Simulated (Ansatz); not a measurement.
Consider the hydrogenolysis of a B–O bond: `OB(F)[SiH2]S` + H₂ → `FB[SiH2]S` + H₂O.

Calculated with Ansatz (gas phase, PBE0-D4/def2-TZVP geometries, no zero-point term in ΔE). CCSD(T)/CBS is the MP2 limit (def2-TZVPP, def2-QZVPP) plus CCSD(T) − MP2 in def2-TZVPP, frozen cores. This one scheme is used for every species. DFT in def2-TZVPP. B3LYP here is the variant with VWN-RPA as its local correlation; programs differ in this. One conformer a species, not always the lowest.

`OB(F)[SiH2]S`:

Cartesian coordinates in Å:
```
O -1.725 0.399 0.002
B -0.699 0.041 0.798
F -0.919 -0.124 2.106
Si 1.158 -0.205 0.012
S 1.018 -0.445 -2.113
H -2.561 0.508 0.471
H 2.008 0.960 0.388
H 1.821 -1.425 0.542
H -0.102 0.291 -2.205
```

H₂:

Cartesian coordinates in Å:
```
H 0.058 -0.367 0.038
H -0.058 0.367 -0.038
```

`FB[SiH2]S`:

Cartesian coordinates in Å:
```
F 2.023 -0.972 0.045
B 0.978 -0.599 0.766
Si -0.798 -0.237 -0.146
S -0.725 1.864 -0.616
H 1.174 -0.406 1.936
H -1.057 -1.056 -1.360
H -1.947 -0.355 0.788
H 0.352 1.761 -1.413
```

H₂O:

Cartesian coordinates in Å:
```
O 0.282 0.050 0.264
H 0.282 -0.552 -0.483
H -0.563 0.502 0.219
```

| level | ΔE (kJ/mol) | difference from CCSD(T)/CBS |
| --- | --- | --- |
| PBE-D4 | 139.0 | 4.4 |
| r2SCAN-D4 | 145.4 | 10.8 |
| PBE0-D4 | 137.3 | 2.7 |
| B3LYP-D4 | 140.0 | 5.4 |
| ωB97X-V | 138.8 | 4.2 |
| ωB97M-V | 141.8 | 7.2 |
| B2PLYP | 138.0 | 3.4 |
| PBE | 135.7 | 1.1 |
| r2SCAN | 144.5 | 9.9 |
| PBE0 | 134.4 | -0.2 |
| B3LYP | 134.6 | 0.0 |
| HF/def2-TZVPP | 126.6 | -8.0 |
| MP2/def2-TZVPP | 141.8 | 7.2 |
| SCS-MP2/def2-TZVPP | 136.9 | 2.3 |
| CCSD/def2-TZVPP | 134.0 | -0.6 |
| CCSD(T)/def2-TZVPP | 137.4 | 2.8 |
| HF/def2-QZVPP | 125.9 | -8.7 |
| MP2/def2-QZVPP | 140.0 | 5.4 |
| SCS-MP2/def2-QZVPP | 135.2 | 0.6 |
| HF/CBS(def2) | 125.8 | -8.8 |
| MP2/CBS(def2) | 139.0 | 4.4 |
| CCSD/CBS(def2) | 131.2 | -3.4 |
| CCSD(T)/CBS | 134.6 | 0 |

Largest T1 diagnostic among the species: 0.014.

In def2-TZVPP, CCSD(T) changes the Hartree–Fock value by +10.8 kJ/mol (the triples alone add +3.5 kJ/mol) and MP2 by +15.2 kJ/mol. The D4 term adds +5.3 kJ/mol with B3LYP and +2.9 kJ/mol with PBE0; it sums over pairs of atoms, weighted by their polarisabilities, and B3LYP, whose exchange is more repulsive, gets the larger term.
